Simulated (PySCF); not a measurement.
A structure optimised at PBE-D3(BJ)/def2-SVP, used in a PySCF frequency run:

```xyz
9

Mo    -0.0632     0.2568     0.0000
N     -0.9065     0.7333    -1.4492
H     -1.6905     1.1103    -1.9948
N     -0.9065     0.7333     1.4492
H     -1.6905     1.1103     1.9948
Cl     0.1873    -2.0505     0.0000
N      1.6323     1.1998     0.0000
H      2.0594     1.5928     0.8445
H      2.0594     1.5928    -0.8445
```
Charge 0, spin multiplicity 1.

Task: Write its SMILES, formula and point group.

Result: [NH]=[Mo](=[NH])([NH2])[Cl], ClH4MoN3, Cs

Task: What are its rotational constants (standard atomic weights)?

Result: 3.4984, 1.8967, 1.8423 GHz
